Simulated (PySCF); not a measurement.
# Dipole response of Ca⁵⁺ (calcium, charge +5)

[Ne] 3s2 3p3, high-spin 4S determinant. Calculation: PySCF 2.14, in an uncontracted even-tempered set (20 s from 0.19 bohr⁻², ratio 2.5; 13 p from 0.24 bohr⁻², ratio 2.5; 5 d from 1.9 bohr⁻², ratio 2.7; 5 f from 2.9 bohr⁻², ratio 2.7); scalar relativity by spin-free X2C-1e. Coupled (time-dependent) response in atomic units; α is the mean over directions.

```csv
method,mean α (bohr³),C₆ (like pair),S(−4)
UHF,1.318,1.659,1.534
PBE0,1.236,1.561,1.209
```

S(−4) is the Cauchy moment in α(ω) = α(0) + S(−4) ω² + …

α(iu) at UHF:

| u (hartree) | α(iu) (bohr³) |
| --- | --- |
| 0 | 1.318 |
| 0.100 | 1.303 |
| 0.200 | 1.261 |
| 0.400 | 1.129 |
| 0.600 | 0.9836 |
| 0.800 | 0.8552 |
| 1.00 | 0.7482 |
| 1.50 | 0.5526 |
| 2.00 | 0.4235 |
| 3.00 | 0.2723 |
| 5.00 | 0.1470 |

For an ion, C₆ is the dispersion term alone; charge-induced terms of lower order in 1/R come first.
